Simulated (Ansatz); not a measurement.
Cost and result for the atomization energy of CH7AlO4Si (14 atoms, 15 bonds).

```tsv
atom	x (Å)	y (Å)	z (Å)
C1	-1.037	1.690	-1.482
Al2	-1.208	-0.022	-0.566
O3	0.132	-1.198	-0.748
Si4	0.924	-0.959	0.613
O5	1.138	-2.254	1.569
O6	2.323	-0.139	0.625
O7	-0.244	0.139	1.212
H8	-1.667	2.462	-1.026
H9	-0.007	2.058	-1.488
H10	-1.354	1.608	-2.527
H11	-2.617	-0.684	-0.253
H12	0.509	-2.971	1.464
H13	3.115	-0.626	0.855
H14	-0.007	0.896	1.750
```

The species carries charge 0 and has multiplicity 1. The bonds changed during the relaxation, so this is another structure than the one it started from. All single points use the PBE0-D4/def2-TZVP geometry. It is one conformer, not always the lowest. Program: Ansatz. All runs use 2 threads of an AMD EPYC 7R13 on a shared host and a share of an NVIDIA H100 80 GB. Times are those of one run each, without the atoms' runs, and a repeat can differ threefold. Electronic energies, without spin–orbit coupling; frozen cores. CCSD(T)/CBS adds CCSD(T) − MP2 in def2-TZVPP to the MP2 limit, and its time is that of the two runs behind it. T1 = 0.011. B3LYP takes the VWN-RPA correlation (the form of Gaussian; ORCA's B3LYP/G).

CCSD(T)/CBS is a level of theory with its own doubt, some kJ/mol a heavy atom from the limit and from the frozen cores, so smaller differences don't rank the functionals.

```json
{"level": "PBE0-D4/def2-TZVPP", "functions": "337", "atomization (kcal/mol)": "1330.8", "difference from CCSD(T)/CBS": "-25.1", "per bond": "-1.7"}
{"level": "ωB97X-V/def2-TZVPP", "functions": "337", "atomization (kcal/mol)": "1348.7", "difference from CCSD(T)/CBS": "-7.2", "per bond": "-0.5"}
{"level": "B2PLYP/def2-TZVPP", "functions": "337", "atomization (kcal/mol)": "1330.6", "difference from CCSD(T)/CBS": "-25.3", "per bond": "-1.7"}
{"level": "CCSD(T)/def2-TZVPP", "functions": "337", "atomization (kcal/mol)": "1315.5", "difference from CCSD(T)/CBS": "-40.4", "per bond": "-2.7"}
{"level": "PBE-D4/def2-TZVPP (with forces)", "functions": "337", "atomization (kcal/mol)": "1356.8", "difference from CCSD(T)/CBS": "0.9", "per bond": "0.1"}
{"level": "r2SCAN-D4/def2-TZVPP (with forces)", "functions": "337", "atomization (kcal/mol)": "1351.2", "difference from CCSD(T)/CBS": "-4.7", "per bond": "-0.3"}
{"level": "ωB97M-V/def2-TZVPP (with forces)", "functions": "337", "atomization (kcal/mol)": "1352.0", "difference from CCSD(T)/CBS": "-3.9", "per bond": "-0.3"}
{"level": "MP2/def2-QZVPP", "functions": "635", "atomization (kcal/mol)": "1375.8", "difference from CCSD(T)/CBS": "19.9", "per bond": "1.3"}
{"level": "B3LYP-D4/def2-TZVPP (with forces)", "functions": "337", "atomization (kcal/mol)": "1337.4", "difference from CCSD(T)/CBS": "-18.5", "per bond": "-1.2"}
{"level": "CCSD(T)/CBS(def2)", "functions": "–", "atomization (kcal/mol)": "1355.9", "difference from CCSD(T)/CBS": "0.0", "per bond": "0.0"}
```

Task: Order the runs by time, with rough figures. (Estimate.)

Result: The calculation gave: PBE0-D4/def2-TZVPP 4 s; PBE-D4/def2-TZVPP (with forces) 4.3 s; MP2/def2-QZVPP 4.4 s; r2SCAN-D4/def2-TZVPP (with forces) 4.9 s; B2PLYP/def2-TZVPP 5.5 s; B3LYP-D4/def2-TZVPP (with forces) 6 s; ωB97X-V/def2-TZVPP 9.5 s; ωB97M-V/def2-TZVPP (with forces) 11 s; CCSD(T)/def2-TZVPP 11 s; CCSD(T)/CBS(def2) 15 s.

In def2-TZVPP, CCSD(T) changes the Hartree–Fock value by +342.1 kcal/mol (the triples alone add +19.8 kcal/mol) and MP2 by +378.0 kcal/mol; breaking electron pairs costs correlation energy, which Hartree–Fock lacks. The D4 term adds +12.7 kcal/mol with B3LYP and +6.8 kcal/mol with PBE0; it sums over pairs of atoms, weighted by their polarisabilities, and B3LYP, whose exchange is more repulsive, gets the larger term. From PBE to PBE0 (25 % exact exchange), in def2-TZVPP and without D4, the atomization energy moves by −24.9 kcal/mol: exact exchange takes away binding that semilocal exchange gives to molecules.
